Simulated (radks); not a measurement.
Values are calculated unless marked as measured or tabulated.
Species: Cd XXVIII. Configuration: [Ar] 3d3. Code: a radial shooting solver on a logarithmic mesh with Libxc functionals. Model: Dirac Kohn-Sham, PBE, spin-unpolarised, spherical densities, point nucleus; open shells are shared between the two j in proportion to 2j + 1. Some entries of the table are withheld. Estimate them.

orbital  occ.  eigenvalue (eV)  <r^2> (bohr^2)
1s1/2       2        -27704.69        0.001250
2s1/2       2        -5109.459         0.02008
2p1/2       2              (1)         0.01497
2p3/2       4              (2)         0.01624
3s1/2       2              (3)          0.1265
3p1/2       2        -1642.356             (4)
3p3/2       4        -1600.270             (5)
3d3/2     1.2        -1438.839         0.09925
3d5/2     1.8        -1429.471          0.1009
4s1/2       0        -855.1101          0.4846
4p1/2       0        -814.1429          0.4856
4p3/2       0        -799.9195          0.5031

Answer. 
(1) 2p1/2 eigenvalue (eV): -4845.775
(2) 2p3/2 eigenvalue (eV): -4651.330
(3) 3s1/2 eigenvalue (eV): -1742.504
(4) 3p1/2 <r^2> (bohr^2): 0.1187
(5) 3p3/2 <r^2> (bohr^2): 0.1250
